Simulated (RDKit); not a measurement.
A run for RDKit: UFF on H2O (SMILES O).

```python
from rdkit import Chem
from rdkit.Chem import AllChem, rdDetermineBonds

blocks = [
'''3

O     0.68714879    0.14477863    0.20756427
H     0.35833907   -0.31763342   -0.57005566
H    -0.07470795    0.59903684    0.61143557
''',
]
mol = None
for b in blocks:
    f = Chem.MolFromXYZBlock(b)
    rdDetermineBonds.DetermineBonds(f, charge=0)
    mol = f if mol is None else Chem.CombineMols(mol, f)
Chem.SanitizeMol(mol)
print(Chem.MolToSmiles(Chem.RemoveHs(mol)))
ff = AllChem.UFFGetMoleculeForceField(mol, vdwThresh=100.0, ignoreInterfragInteractions=False)
e = ff.CalcEnergy()
print(f'UFF energy {e:.6f} kcal/mol')
```

It printed:

```
O
UFF energy 0.673050 kcal/mol
```

The run finished.

Cost: around 0.04 core-seconds (rough).
